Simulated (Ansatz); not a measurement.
The same ligand exchange along the group B, Al, In.

Gas-phase electronic energies from Ansatz, PBE0-D4/def2-TZVP geometries. CBS: MP2 limit from def2 TZ/QZ plus the TZ coupled-cluster correction, frozen cores. This one scheme is used for every species. Functionals use def2-TZVPP. B3LYP here is the variant with VWN-RPA as its local correlation; programs differ in this. Elements past krypton have def2 core potentials. For In outer-core shells are correlated without core-valence functions, which leaves a few kJ/mol of doubt a bond. Each species was taken in one conformer, which may not be the lowest.

| reaction | MP2/CBS(def2) (kcal/mol) | B3LYP-D4 (kcal/mol) |
| --- | --- | --- |
| `OB(S)O[SiH3]` + HCl → `[SiH3]OB(S)Cl` + H₂O | 6.3 | 8.8 |
| `[OH][Al]([SH])[O][SiH3]` + HCl → `[SiH3][O][Al]([SH])[Cl]` + H₂O | -7.6 | -6.0 |
| `[OH][In]([SH])[O][SiH3]` + HCl → `[SiH3][O][In]([SH])[Cl]` + H₂O | -21.0 | -20.8 |

(1) Give the CCSD(T)/CBS values in the same order. (Best estimate.)

Largest T1 diagnostic: 0.016, for `[OH][In]([SH])[O][SiH3]`.

Results:

(1) The calculation gave: 7.8, -7.1, -20.6 kcal/mol.
